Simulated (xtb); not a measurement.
xtb input (GFN2-xTB):

```bash
xtb mol.xyz --gfn 2 --sp --chrg 1 --uhf 0
```
mol.xyz:
```
13

N      1.25926503     1.04598010    -0.55374800
Si    -0.00101897     0.16250030     0.09864942
N     -1.50138852     0.82528741    -0.24606703
N     -0.04244124    -1.51807730    -0.79791158
O      0.30838663    -0.51933541     1.53208006
H      2.17908059     1.06660374    -0.14160713
H      1.16576840     1.69721042    -1.31720736
H     -1.60235810     1.79927070    -0.48896736
H     -2.38058321     0.42468714     0.04371123
H     -0.78367251    -2.12759047    -0.44803912
H      0.83822806    -2.01719582    -0.66125535
H     -0.18323330    -1.40343099    -1.80181470
H      0.30589596    -0.03220693     2.36153363
```

End of the output:

```
         :::::::::::::::::::::::::::::::::::::::::::::::::::::
         ::                     SUMMARY                     ::
         :::::::::::::::::::::::::::::::::::::::::::::::::::::
         :: total energy             -18.325828718434 Eh    ::
         :: gradient norm              0.033405856375 Eh/a0 ::
         :: HOMO-LUMO gap              7.112662361780 eV    ::
         ::.................................................::
         :: SCC energy               -18.535994386831 Eh    ::
         :: -> isotropic ES            0.133903670942 Eh    ::
         :: -> anisotropic ES         -0.001037812689 Eh    ::
         :: -> anisotropic XC          0.003327271318 Eh    ::
         :: -> dispersion             -0.006512667698 Eh    ::
         :: repulsion energy           0.210165668398 Eh    ::
         :: add. restraining           0.000000000000 Eh    ::
         :: total charge               1.000000000000 e     ::
         :::::::::::::::::::::::::::::::::::::::::::::::::::::

           -------------------------------------------------
          |                Property Printout                |
           -------------------------------------------------

    * Orbital Energies and Occupations

         #    Occupation            Energy/Eh            Energy/eV
      -------------------------------------------------------------
         1        2.0000           -0.9522329             -25.9116
       ...           ...                  ...                  ...
         4        2.0000           -0.7452491             -20.2793
         5        2.0000           -0.7439919             -20.2450
         6        2.0000           -0.7325717             -19.9343
         7        2.0000           -0.7309829             -19.8911
         8        2.0000           -0.7043972             -19.1676
         9        2.0000           -0.6753180             -18.3763
        10        2.0000           -0.6750432             -18.3689
        11        2.0000           -0.6645120             -18.0823
        12        2.0000           -0.6481394             -17.6368
        13        2.0000           -0.6395908             -17.4042
        14        2.0000           -0.6217937             -16.9199
        15        2.0000           -0.5625975             -15.3091
        16        2.0000           -0.5524941             -15.0341 (HOMO)
        17                         -0.2911086              -7.9215 (LUMO)
        18                         -0.2606350              -7.0922
        19                         -0.2457238              -6.6865
        20                         -0.2169312              -5.9030
        21                         -0.1111973              -3.0258
        22                         -0.0991363              -2.6976
        23                         -0.0949332              -2.5833
        24                         -0.0227632              -0.6194
        25                         -0.0175065              -0.4764
        26                         -0.0064407              -0.1753
        27                         -0.0010800              -0.0294
       ...                                ...                  ...
        33                          0.6675103              18.1639
      -------------------------------------------------------------
                  HL-Gap            0.2613855 Eh            7.1127 eV
             Fermi-level           -0.4218013 Eh          -11.4778 eV

     #   Z          covCN         q      C6AA      α(0)
     1   7 N        2.542    -0.365    29.451     8.060
     2  14 Si       3.218     0.581   133.094    24.107
     3   7 N        2.542    -0.370    29.588     8.078
     4   7 N        3.380    -0.280    27.209     7.747
     5   8 O        1.575    -0.430    21.492     6.256
     6   1 H        0.861     0.206     1.077     1.626
     7   1 H        0.861     0.201     1.100     1.643
     8   1 H        0.861     0.201     1.099     1.642
     9   1 H        0.861     0.200     1.105     1.647
    10   1 H        0.860     0.239     0.928     1.509
    11   1 H        0.860     0.241     0.919     1.501
    12   1 H        0.860     0.232     0.955     1.531
    13   1 H        0.808     0.344     0.603     1.220

 Mol. C6AA /au·bohr⁶  :       1569.246093
 Mol. C8AA /au·bohr⁸  :      47522.729097
 Mol. α(0) /au        :         66.566400

Wiberg/Mayer (AO) data.
largest (>0.10) Wiberg bond orders for each atom

 ---------------------------------------------------------------------------
     #   Z sym  total        # sym  WBO       # sym  WBO       # sym  WBO
 ---------------------------------------------------------------------------
     1   7 N    3.291 --     2 Si   1.252     7 H    0.947     6 H    0.942
     2  14 Si   4.315 --     1 N    1.252     5 O    1.233     3 N    1.226
                             4 N    0.565
     3   7 N    3.272 --     2 Si   1.226     8 H    0.945     9 H    0.943
     4   7 N    3.520 --    12 H    0.947    11 H    0.941    10 H    0.941
                             2 Si   0.565
     5   8 O    2.246 --     2 Si   1.233    13 H    0.863
     6   1 H    0.958 --     1 N    0.942
     7   1 H    0.960 --     1 N    0.947
     8   1 H    0.959 --     3 N    0.945
     9   1 H    0.960 --     3 N    0.943
    10   1 H    0.943 --     4 N    0.941
    11   1 H    0.942 --     4 N    0.941
    12   1 H    0.946 --     4 N    0.947
    13   1 H    0.882 --     5 O    0.863
 ---------------------------------------------------------------------------

Topologies differ in total number of bonds
Writing topology from bond orders to xtbtopo.mol

molecular dipole:
                 x           y           z       tot (Debye)
 q only:       -0.121      -0.508      -0.647
   full:       -0.168      -0.755      -0.728       2.700
molecular quadrupole (traceless):
                xx          xy          yy          xz          yz          zz
 q only:       -1.659       0.905       2.746      -0.295       4.051      -1.088
  q+dip:       -1.015       1.192       2.850      -0.617       4.238      -1.836
   full:       -2.023       1.315       3.694      -0.572       5.334      -1.671

           -------------------------------------------------
          | TOTAL ENERGY              -18.325828718434 Eh   |
Note: The following floating-point exceptions are signalling: IEEE_UNDERFLOW_FLAG IEEE_DENORMAL
normal termination of xtb
          | GRADIENT NORM               0.033405856375 Eh/α |
          | HOMO-LUMO GAP               7.112662361780 eV   |
           -------------------------------------------------

------------------------------------------------------------------------
------------------------------------------------------------------------
 total:
 SCF:
```

It need not be the lowest isomer of its formula.
